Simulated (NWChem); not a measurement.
Molecule: C$_{2}$H$_{4}$ClFSi; SMILES Cl/C=C(/[SiH3])F

```xyz
9

F     -1.5292    -0.1713     0.0000
C     -0.1944    -0.3870     0.0000
Si     0.3343    -2.2028     0.0000
C      0.6646     0.6564     0.0000
Cl     0.1542     2.3066     0.0000
H     -0.2077    -2.8877     1.2221
H     -0.2077    -2.8877    -1.2221
H      1.8352    -2.2447     0.0000
H      1.7523     0.4966     0.0000
```
Atoms are numbered in this order, from 1.

Level: PBE-D3(BJ)/def2-SVP (NWChem), optimised geometry, unscaled harmonic frequencies. 

| frequency (cm⁻¹) | IR intensity (km/mol) |
|---|---|
| 121 | 0.0 |
| 154 | 0.6 |
| 168 | 0.3 |
| 225 | 0.1 |
| 378 | 18.7 |
| 471 | 3.7 |
| 619 | 33.2 |
| 658 | 37.3 |
| 769 | 14.2 |
| 780 | 15.3 |
| 818 | 59.6 |
| 883 | 204.7 |
| 894 | 36.9 |
| 918 | 45.8 |
| 1094 | 80.1 |
| 1252 | 33.2 |
| 1622 | 57.9 |
| 2175 | 61.9 |
| 2183 | 85.5 |
| 2192 | 84.9 |
| 3156 | 7.0 |

```yaml
zero_point_energy: 30.8 kcal/mol
thermal correction to the enthalpy at 298.15 K (with zero-point energy): 35.5 kcal/mol
heat capacity Cv: 22.2 cal/(mol K)
entropy at 298.15 K and 1 atm (symmetry number 1): 81.3 cal/(mol K)
dipole_moment: 1.66 D
```

Rigid rotor and harmonic oscillator.
